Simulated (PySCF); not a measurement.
**Bond curve of BeC**

Set-up: basis Be def2-TZVP, C def2-TZVP; no relativity; PySCF 2.14. Energies in eV from Be + C in their ground configurations at the same level. All curves are PBE0. state 1: Ms = 1 determinant of mixed spin (⟨S²⟩ near 2.7), unpaired electrons π ↑↑; state 2: Ms = 0 determinant of mixed spin (⟨S²⟩ near 1.6), unpaired electrons π ↑↓, a mixture of terms (⟨Lz²⟩ = 2.0), a second solution, started from another occupation; state 3: Ms = 1 determinant of mixed spin (⟨S²⟩ near 3.0), unpaired electrons σ ↑↑, π ↑↓, a mixture of terms (⟨Lz²⟩ = 2.0), a second solution, started from another occupation; state 4: ³Π (triplet), unpaired electrons σ ↑, π ↑, a second solution, started from another occupation.

| R (Å) | state 1 | state 2 | state 3 | state 4 |
| --- | --- | --- | --- | --- |
| 1.443 | -1.931 | -1.380 | -0.935 | -0.116 |
| 1.510 | -2.277 | -1.726 | -1.237 | -0.639 |
| 1.577 | -2.472 | -1.919 | -1.392 | -0.987 |
| 1.628 | -2.541 | -1.987 | -1.435 | -1.159 |
| 1.678 | -2.560 | -2.004 | -1.429 | -1.270 |
| 1.728 | -2.539 | -1.982 | -1.385 | -1.333 |
| 1.796 | -2.464 | -1.906 | -1.281 | -1.359 |
| 1.879 | -2.318 | -1.758 | -1.101 | -1.323 |
| 1.980 | -2.096 | -1.536 | -0.838 | -1.215 |
| 2.114 | -1.769 | -1.211 | -0.453 | -1.015 |

Question: Put a parabola through the three lowest points of the state 1 curve and estimate Re, k and ωe (reduced mass 5.147 u; 1 eV/Å² = 0.16022 mdyn/Å; ωe = 1302.8·√(k/μ) cm⁻¹).

Answer: Through R = 1.628, 1.678, 1.728 Å the second-order coefficient is 8.00 eV/Å², so Re ≈ 1.677 Å, k ≈ 2.56 mdyn/Å and ωe ≈ 919 cm⁻¹. A polynomial fit of higher order to the unrounded PBE0 energies gives Re = 1.675 Å, k = 2.55 mdyn/Å, ωe = 917 cm⁻¹; anharmonicity and rounding make the difference.

The higher-order fit for each curve: state 1: Re = 1.675 Å, ωe = 917 cm⁻¹, De = 2.56 eV; state 2: Re = 1.673 Å, ωe = 920 cm⁻¹, minimum 2.00 eV below the ground-state fragments; state 3: Re = 1.646 Å, ωe = 962 cm⁻¹, minimum 1.44 eV below the ground-state fragments; state 4: Re = 1.793 Å, ωe = 767 cm⁻¹, minimum 1.36 eV below the ground-state fragments.

The state was picked by a PBE0 search and need not be the measured ground state.
